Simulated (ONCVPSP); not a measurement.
## Scattering properties, ONCV potential for chromium

Cr, optimised norm-conserving Vanderbilt (ONCV), made with ONCVPSP 4.0.1 (PBE, scalar-relativistic). Core [Ar], reference 3d5 4s1. Waves: 4s: rc 2.45 bohr, ncon 4, nbas 8, qcut 2.2 1/bohr, 2 projectors, debl 4 Ha; p scattering state at 0.44 Ha: rc 2.65 bohr, ncon 4, nbas 8, qcut 3.6 1/bohr, 1 projector; 3d: rc 2.10 bohr, ncon 4, nbas 9, qcut 5.8 1/bohr, 1 projector. Local part: polynomial inside 1.55 bohr (lpopt 5, dvloc0 0 Ha). Core correction: none.

In the p channel the program set the typed energies aside and used 0.050 Ha.

The phase is arctan(r·R′/R) of the radial function R(r), unwrapped; energies in Ha, scanned from -2 to 5 Ha. A pole is an energy at which the radial function vanishes at the test radius. The pseudo phase is shifted by a multiple of π to meet the all-electron one at the reference energy, and phase errors are pseudo minus all-electron; the curves can meet again beyond the range given. Levels narrower than the energy grid can be missing from the lists of poles.

| channel | radius (bohr) | reference energy (Ha) | poles, all-electron | poles, pseudo | unbroken range about the reference energy with phases within 0.05 rad | phase error 1 Ha above the reference energy (rad) |
| --- | --- | --- | --- | --- | --- | --- |
| s | 2.48 | -0.15 | 1.24 | 1.16, 2.81 | below 1.9 | -0.010 |
| p | 2.69 | 0.05 | -1.66, 1.34 | 0.80, 1.96 | -1.5 to 0.5 | -2.410 |
| d | 2.13 | -0.11 | 0.14, 3.67 | 0.15 | below 0.4 | +0.210 |

Note: no bound ghost flagged; GHOST(+) flagged for s at 77.9 eV.

Phases in the s channel:

| E (Ha) | all-electron | pseudo |
| --- | --- | --- |
| -1.98 | 1.287 | 1.278 |
| -1.62 | 1.234 | 1.226 |
| -1.26 | 1.148 | 1.140 |
| -0.90 | 0.981 | 0.973 |
| -0.54 | 0.549 | 0.542 |
| -0.18 | -0.495 | -0.495 |
| 0.18 | -1.147 | -1.151 |
| 0.54 | -1.381 | -1.388 |
| 0.90 | -1.498 | -1.509 |
| 1.26 | -1.575 | -1.592 |
| 1.62 | -1.642 | -1.669 |
| 1.98 | -1.714 | -1.769 |
| 2.34 | -1.820 | -1.990 |
| 2.70 | -2.043 | -4.216 |
| 3.06 | -2.843 | -5.447 |
| 3.42 | -4.054 | -7.154 |
| 3.78 | -4.394 | -7.535 |
| 4.14 | -4.519 | -7.659 |
| 4.50 | -4.585 | -7.724 |
| 4.86 | -4.628 | -7.766 |
